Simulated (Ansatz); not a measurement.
Ga11Sb12H32⁺, a nanocrystal cut from zinc blende GaSb (hydrogen-capped). The state is a singlet with charge 1. Geometry PBE-D4/def2-SVP.

```xyz
55

Ga    4.271   -0.760    3.402
Ga   -2.816    0.044    4.802
Ga   -3.238    3.201    0.946
Ga    4.502    1.823   -0.453
Ga    0.416    3.945   -1.791
Ga    0.698    1.337    1.645
Ga    0.544   -3.177    1.339
Ga   -2.632   -0.765   -0.009
Ga    0.873   -0.394   -2.235
Ga   -2.844    1.210   -3.667
Ga   -2.213   -3.759   -3.855
Sb   -0.273    0.718    4.067
Sb    3.344    1.308    1.882
Sb    3.136   -2.754    1.947
Sb   -0.542    3.438    0.638
Sb   -3.533   -1.198    2.481
Sb   -3.600    1.427   -1.074
Sb    3.098    3.890   -1.449
Sb    3.532   -0.106   -2.075
Sb   -0.216    1.792   -3.232
Sb    0.010   -0.786    0.218
Sb   -3.175   -2.982   -1.429
Sb    0.255   -2.578   -3.638
H     5.828   -0.826    3.195
H     3.458   -0.669    4.747
H    -2.671   -1.076    5.891
H    -3.615    1.393    4.808
H    -3.899    4.586    0.620
H    -3.398    2.336    2.260
H     6.064    1.974   -0.555
H     0.001    5.313   -2.453
H    -0.285   -3.168    2.687
H     0.423   -4.260    0.195
H    -3.471    2.343   -4.551
H    -2.826   -0.346   -3.957
H    -2.961   -2.884   -4.918
H    -1.939   -5.303   -3.787
H     0.331    1.918    5.135
H     0.804   -0.522    4.560
H     3.679    2.774    2.717
H     3.846   -4.222    2.480
H     3.930   -2.731    0.422
H     0.053    4.750    1.577
H    -5.241   -1.117    2.335
H    -3.442   -2.899    2.685
H    -5.275    1.036   -1.051
H     3.523    5.224   -0.459
H     3.885    4.435   -2.874
H     4.183    0.094   -3.650
H     4.265   -1.613   -1.718
H     0.610    2.001   -4.726
H    -2.940   -4.264   -0.314
H    -4.886   -3.091   -1.489
H     1.418   -3.710   -3.080
H     0.952   -2.348   -5.190
```

In the def2 sets Sb takes a core potential; there is no spin–orbit coupling. Single mean-field runs in def2-SVP, def2-TZVP are fitted with def2-universal-jkfit.

Estimate the orbital energies around the gap (eV) in Ansatz with PBE-D4/def2-TZVP, BLYP-D4/def2-TZVP, r2SCAN-D4/def2-TZVP, PBE0-D4/def2-SVP, PBE0-D4/def2-TZVP.


| orbital | PBE-D4/def2-TZVP | BLYP-D4/def2-TZVP | r2SCAN-D4/def2-TZVP | PBE0-D4/def2-SVP | PBE0-D4/def2-TZVP |
| --- | --- | --- | --- | --- | --- |
| HOMO−5 | -8.67 | -8.52 | -8.91 | -9.59 | -9.59 |
| HOMO−4 | -8.58 | -8.40 | -8.81 | -9.45 | -9.43 |
| HOMO−3 | -8.49 | -8.32 | -8.73 | -9.38 | -9.37 |
| HOMO−2 | -8.40 | -8.24 | -8.63 | -9.26 | -9.25 |
| HOMO−1 | -8.36 | -8.20 | -8.59 | -9.23 | -9.22 |
| HOMO | -8.22 | -8.06 | -8.44 | -9.07 | -9.06 |
| LUMO | -5.16 | -5.08 | -5.04 | -4.46 | -4.50 |
| LUMO+1 | -5.06 | -4.96 | -4.93 | -4.35 | -4.39 |
| LUMO+2 | -4.99 | -4.90 | -4.85 | -4.26 | -4.30 |
| LUMO+3 | -4.90 | -4.74 | -4.81 | -4.23 | -4.27 |
| LUMO+4 | -4.81 | -4.69 | -4.69 | -4.09 | -4.13 |
| LUMO+5 | -4.68 | -4.56 | -4.51 | -3.90 | -3.96 |
